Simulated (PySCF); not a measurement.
**Radial density of Hf⁵⁸⁺ (hafnium, charge +58)**

PW91, [Ne] 3s2 3p2, high-spin 3P determinant. All numbers are calculated (PySCF 2.14, the spin-free X2C one-electron Hamiltonian (Gaussian nucleus), in an uncontracted even-tempered set (17 s from 15 bohr⁻², ratio 2.5; 12 p from 20 bohr⁻², ratio 2.5; 4 d from 76 bohr⁻², ratio 2.7; 4 f from 110 bohr⁻², ratio 2.7)).

```tsv
r (bohr)	4πr²ρ (e/bohr)	4πr²(ρα − ρβ)
0.0139	97.81	0.9193
0.0234	81.16	2.9176
0.0393	97.92	5.1875
0.0661	109.0	1.7873
0.111	42.12	3.2490
0.187	28.63	13.1028
0.315	4.119	2.0621
0.529	0.02014	0.0077
```

Densities and radii are taken from the X2C orbitals without a picture-change correction, which distorts them close to the nucleus.

Spin-orbit coupling is strong in this species (close to jj coupling), so the high-spin LS determinant is a model state, not a physical level.
